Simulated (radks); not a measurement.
Values are calculated unless marked as measured or tabulated.
Pr+, configuration [Xe] 4f3 6s1.

Code: a radial shooting solver on a logarithmic mesh with Libxc functionals. Model: non-relativistic Kohn-Sham, B86b exchange with PBE correlation, spin-unpolarised, spherical densities, point nucleus; relativity is left out, which matters for an element this heavy.

Energy parts (eV):
total: -242841.23
kinetic: 242762.85
electron-nucleus: -575049.30
Hartree: 95136.07
exchange-correlation: -5690.85

Orbitals (lengths in bohr, moments of r in powers of bohr):
| orbital | occ. | eigenvalue (eV) | <1/r> |
|---|---|---|---|
| 1s | 2 | -39703.47 | 58.47 |
| 2s | 2 | -6199.530 | 13.52 |
| 2p | 6 | -5869.901 | 13.54 |
| 3s | 2 | -1338.499 | 5.031 |
| 3p | 6 | -1195.281 | 4.964 |
| 3d | 10 | -928.6130 | 4.850 |
| 4s | 2 | -267.2308 | 2.124 |
| 4p | 6 | -213.4181 | 2.030 |
| 4d | 10 | -118.8758 | 1.820 |
| 5s | 2 | -40.9301 | 0.8237 |
| 5p | 6 | -26.8120 | 0.7232 |
| 4f | 3 | -9.7324 | 1.251 |
| 6s | 1 | -7.7103 | 0.2936 |

The highest occupied level is 6s at -7.710 eV. Summed over all electrons, <r^2> = 64.38 bohr^2, which gives a Langevin (diamagnetic) susceptibility term of -51 x 10^-6 cm^3/mol. Virial ratio -V/T = 2.00032. The density falls to 0.001 e/bohr^3 at r = 4.68 bohr. The electron density at the nucleus is 1.457e+05 e/bohr^3. For comparison, the ionisation energy in NIST's Atomic Spectra Database is 10.63 eV (semi-empirical). In exact Kohn-Sham theory the highest level is minus the ionisation energy, but local and semilocal functionals leave it too shallow, through self-interaction and a potential that decays too fast; potentials with the right tail come closer.

Beside tabulated values, note that spin-unpolarised runs miss the spin-polarisation part of the exchange energy of open shells.
